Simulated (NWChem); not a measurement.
**Atomisation of H2ClSi**

```
Si
H 1 1.5090
H 1 1.5090 2 110.53
Cl 1 2.0841 2 108.87 3 119.55
```
Charge 0, spin multiplicity 2.

The numbers come from NWChem runs, not from measurements. All single points use one geometry, from UPBE/def2-SVP, a minimum by its harmonic frequencies.

Basis set: def2-TZVP. The atomisation energy is electronic alone: no zero-point, thermal, spin-orbit or counterpoise terms. No value is extrapolated to the basis-set limit. Free atoms are single determinants with multiplicities Si 3, Cl 2, H 2.

B3LYP has NWChem's definition, with VWN1-RPA local correlation. The structure started from a generated list of species. The unpaired electrons of the parent sit in orbitals of symmetry a' (Cs labels of the run); other states weren't searched. The stability of the SCF solutions was not checked.

Q: For the atomisation energy, BHandHLYP gives 236.3 kcal/mol and B3LYP gives 239.3 kcal/mol. What do PBE, PBE0, r2SCAN give?

A: PBE: 241.3 kcal/mol; PBE0: 240.1 kcal/mol; r2SCAN: 246.0 kcal/mol.
